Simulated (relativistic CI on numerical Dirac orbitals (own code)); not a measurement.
# One change at a time: Yb XXVII

Base calculation: Dirac-Coulomb-Breit CI, orbitals from a KLI potential per configuration, a model potential for QED, unscaled Slater integrals.

Configuration list (outside the closed core [Ar] 3d10): 4s2.4p6.4d8, 4s2.4p5.4d9, 4s2.4p6.4d7.4f, 4s.4p6.4d9, 4s2.4p5.4d8.4f, 4s.4p6.4d8.4f, 4s2.4p6.4d7.5s, 4s2.4p6.4d7.5p, 4s2.4p6.4d6.4f.5s, 4s2.4p6.4d7.5d, 4s2.4p5.4d8.5s, 4s2.4p6.4d6.5s.5p, 4s2.4p6.4d7.5f, 4s2.4p6.4d7.6s, 4s2.4p6.4d7.6p, 4p6.4d9.4f, 4s.4p6.4d7.4f.5s, 4s2.4p5.4d8.5d, 4s.4p6.4d8.5s, 4s.4p6.4d8.5p, 4s2.4p6.4d7.6f, 4s2.4p6.4d7.7p, 4p6.4d9.5p, 4p6.4d10, 4p5.4d10.4f, 4s2.4p6.4d6.5s2, 4s2.4p6.4d5.4f.5s2, 4s2.4p5.4d6.4f.5s2, 4s.4p6.4d6.4f.5s2, 4p6.4d9.5s, 4p5.4d10.5s, 4p5.4d9.4f.5s. Double excitations out of closed p, d and f shells are left out; levels of such configurations are missing from the list, as are those of other unlisted configurations, and high levels can miss mixing partners. These lack a partner that the ground configuration has and come out too high: 4s2.4p5.4d8.5d.

Variants: (1) valence Slater integrals scaled by 0.9; (2) QED terms removed; (3) non-relativistic limit. Shifts of the energy above 4s2.4p6.4d8 3F_4, in cm⁻¹, for the lowest level and the first level of each name with at least 55 % of one term (blank where a level changes its place among those of its configuration and J or its character, or is not in the variant):

| Level | Base | Δ(1) | Δ(2) | Δ(3) |
| --- | --- | --- | --- | --- |
| 4s2.4p6.4d8 3F_4 | 0 | 0 | 0 | 0 |
| 4s2.4p6.4d8 3P_0 | 83218 | -7595 | -28 | -42376 |
| 4s2.4p6.4d8 3F_3 | 90797 | +357 | -251 | -90797 |
| 4s2.4p6.4d8 3P_1 | 131994 | -3791 | -251 | -91152 |
| 4s2.4p6.4d8 1G_4 | 136229 | -4401 | -244 | -83162 |
| 4s2.4p6.4d8 1S_0 | 286414 | -11212 | -471 | -139510 |
| 4s2.4p5.4d9 3F°_4 | 1293713 | +8794 | +764 | -120942 |
| 4s2.4p5.4d9 3D°_3 | 1305998 | +10105 | +584 |  |
| 4s2.4p6.4d7.4f 5G°_6 | 1397394 | +5287 | +25 | -48995 |
| 4s2.4p5.4d9 3P°_0 | 1418719 | +6369 | +420 | -209760 |
| 4s2.4p6.4d7.4f 5I°_8 | 1431097 | +1359 | +28 | -27613 |
| 4s2.4p6.4d7.4f 5D°_0 | 1451936 | -882 | +83 | -51974 |
| 4s2.4p6.4d7.4f 3H°_4 | 1512374 | +442 | -121 | -92526 |

At this charge energies of transitions that change n are usually good to better than 1 %, and those within a shell (Δn = 0) to a few per cent. Terms inside the open d or f shell come out 10 to 20 % too wide with unscaled integrals.

Ionisation energy from the two ground configurations alone: base 970.46 eV; valence Slater integrals scaled by 0.9 970.686 eV. The NIST ASD value (theoretical) is 971 eV.

LS names give the leading component of a level, which can be under half, so a name can repeat, a term be missing and a line seem to break the LS rules.
